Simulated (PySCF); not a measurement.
Compound: H₇NOSi₂.
SMILES: `O[SiH2]N[SiH3]`

Torsions of this conformer, `[OH:1][SiH2:2][NH:3][SiH3:4]`: O1–Si2–N3–Si4 -110°, H–O1–Si2–N3 61°.

The closed-shell ground state was solved at several levels (PySCF, density fitting, gas phase, non-relativistic). The structure is a single PBE0-D3(BJ)/def2-SVP conformer in the gas phase; no vibrational or solvent corrections.

```
              level  basis functions  HOMO (eV)  LUMO (eV)  gap (eV)  dipole (D)
CAM-B3LYP/def2-SVPD              147      -9.13       0.72      9.85        1.21
        HF/pcSseg-2              256     -11.10       2.43     13.53        1.28
```

Q: Estimate the row for PBE0/pcSseg-1, a basis of 117 functions; the other rows only guide the guess.

A: HOMO -7.73 eV, LUMO 0.38 eV, gap 8.11 eV, dipole 1.31 D.

Q: Over all these levels, which gives the widest orbital gap and which the narrowest?

A: HF/pcSseg-2 (Hartree–Fock, all exact exchange) has the widest, 13.53 eV, and PBE0/pcSseg-1 (global hybrid, 25 % exact exchange) the narrowest, 8.11 eV. Functional and basis both differ between the two, so the spread mixes both effects. The HOMO need not be the same orbital at Hartree–Fock and at DFT levels.

Q: How far do the dipole and the HOMO energy spread over the levels?

A: The dipole runs from 1.21 to 1.31 D (mean 1.26 D) and the HOMO from -11.10 to -7.73 eV.
